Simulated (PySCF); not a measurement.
## Radial density of Be²⁺ (beryllium, charge +2)

TPSS, 1s2, closed-shell 1S. Computed with PySCF 2.14 in def2-TZVP (5s3p1d, 19 functions), with no relativity, point nucleus.

```json
{"r (bohr)": "0.00661", "4πr²ρ (e/bohr)": "0.01787"}
{"r (bohr)": "0.0111", "4πr²ρ (e/bohr)": "0.04896"}
{"r (bohr)": "0.0187", "4πr²ρ (e/bohr)": "0.1300"}
{"r (bohr)": "0.0314", "4πr²ρ (e/bohr)": "0.3329"}
{"r (bohr)": "0.0529", "4πr²ρ (e/bohr)": "0.7940"}
{"r (bohr)": "0.0889", "4πr²ρ (e/bohr)": "1.693"}
{"r (bohr)": "0.150", "4πr²ρ (e/bohr)": "2.988"}
{"r (bohr)": "0.252", "4πr²ρ (e/bohr)": "3.884"}
{"r (bohr)": "0.423", "4πr²ρ (e/bohr)": "3.077"}
{"r (bohr)": "0.712", "4πr²ρ (e/bohr)": "1.096"}
{"r (bohr)": "1.20", "4πr²ρ (e/bohr)": "0.1079"}
{"r (bohr)": "2.01", "4πr²ρ (e/bohr)": "0.001395"}
```
